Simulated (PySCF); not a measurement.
**Worked example: oscillator strength and radiative lifetime**

Al(Cl)(Me)(SiMe3) (C₄H₁₂AlClSi), SMILES [CH3][Al]([Cl])[Si](C)(C)C.

Geometry: PBE-D3(BJ)/def2-SVP. Other conformers were not sampled.

TDA-ωB97X/def2-SVPD in PySCF 2.14.0 puts the first singlet state with f over 0.02 at 4.56 eV (vertical), with the transition dipole (0.161, -0.441, -0.184) in atomic units.

### Question
Find the oscillator strength, the wavelength and the radiative lifetime that this transition would have in vacuum if emission retraced absorption.

### Answer

|μ|² = 0.2543 au, so |μ| = 1.28 D. ΔE = 4.56/27.211 = 0.1676 hartree. f = (2/3) ΔE |μ|² = 0.028 (the program prints 0.028).
λ = 1239.84/4.56 = 272 nm; ν = 36779 cm⁻¹.
Einstein's coefficient A = 0.6670 ν² f s⁻¹ (ν in cm⁻¹) = 2.6e7 s⁻¹, so τ = 1/A = 39 ns. This state is S1. The figure is the radiative limit of this one transition; relaxation, internal conversion, crossing to triplets and a medium change what is measured.
